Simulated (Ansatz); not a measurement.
`[OH][SnH]([OH])[OH]` + `[SiH3][O][ZnH]` → `[OH][SnH2][OH]` + `[OH][Zn][O][SiH3]`  (redistribution)

Program: Ansatz. Geometries: PBE0-D4/def2-TZVP. ΔE: electronic, gas phase. CCSD(T)/CBS adds triple-zeta CCSD(T) − MP2 to the extrapolated MP2 energy (def2 sets, frozen cores). DFT in def2-TZVPP. B3LYP here is the variant with VWN-RPA as its local correlation; programs differ in this. Elements past krypton have def2 core potentials. For Sn, Zn outer-core shells are correlated without core-valence functions, which leaves a few kJ/mol of doubt a bond. Scalar relativity is left out up to krypton. Each species was taken in one conformer, which may not be the lowest.

`[OH][SnH]([OH])[OH]`:

```xyz
8

O     0.635    1.560   -0.680
Sn   -0.469    0.240    0.242
O     0.675   -0.627    1.568
O    -0.933   -1.126   -1.075
H     1.554    1.517   -0.402
H    -1.838    0.939    0.944
H     0.880   -1.534    1.324
H    -0.504   -0.969   -1.921
```

`[SiH3][O][ZnH]`:

Cartesian coordinates in Å:
```
Si 0.925 0.682 -0.055
O -0.393 -0.103 0.459
Zn -1.728 -1.228 0.211
H 1.920 -0.252 -0.659
H 1.578 1.380 1.086
H 0.583 1.702 -1.089
H -2.885 -2.181 0.048
```

`[OH][SnH2][OH]`:

Cartesian coordinates in Å:
```
O -0.145 -0.892 1.422
Sn -0.457 -0.096 -0.344
O 1.063 1.084 -0.730
H 0.657 -1.418 1.465
H -0.380 -1.260 -1.581
H -1.897 0.783 -0.136
H 1.159 1.799 -0.096
```

`[OH][Zn][O][SiH3]`:

```xyz
8

O    -3.216    0.512    0.038
Zn   -1.532    0.009    0.171
O     0.086   -0.658    0.292
Si    1.634   -0.383   -0.108
H    -3.394    1.413    0.312
H     2.461   -1.551    0.296
H     1.794   -0.174   -1.577
H     2.167    0.831    0.576
```

| level | ΔE (kJ/mol) |
| --- | --- |
| revPBE-D4 | 16.1 |
| B3LYP-D4 | 14.5 |
| PBE-QIDH | 9.3 |
| PBE | 11.9 |
| revPBE | 11.5 |
| r2SCAN | 14.1 |
| MP2/def2-QZVPP | 6.9 |
| HF/CBS(def2) | 7.4 |

**Question.** What does CCSD(T)/CBS give? (Estimate.)

**Answer.** The calculation gave: +9.4 kJ/mol. The listed levels differ from it by 6.7, 5.1, -0.1, 2.5, 2.1, 4.7, -2.5, -2.0 kJ/mol.

**Question.** What do rigid-rotor, harmonic-oscillator terms from PBE0-D4/def2-TZVP frequencies (298.15 K, 1 bar) make of the CCSD(T)/CBS value? (An estimate is asked.)

**Answer.** Computed: ΔZPE = +0.6 kJ/mol, ΔH = +10.1 kJ/mol, ΔS = 6 J/(mol·K), ΔG = +8.3 kJ/mol. Modes under 50 cm⁻¹ make the entropy rough.

Largest T1 diagnostic among the species: 0.016.

Leaving LDA and LC-ωPBE aside and taking each functional with its dispersion term where it has one, the values spread over 6.7 kJ/mol, from PBE-QIDH to revPBE-D4.
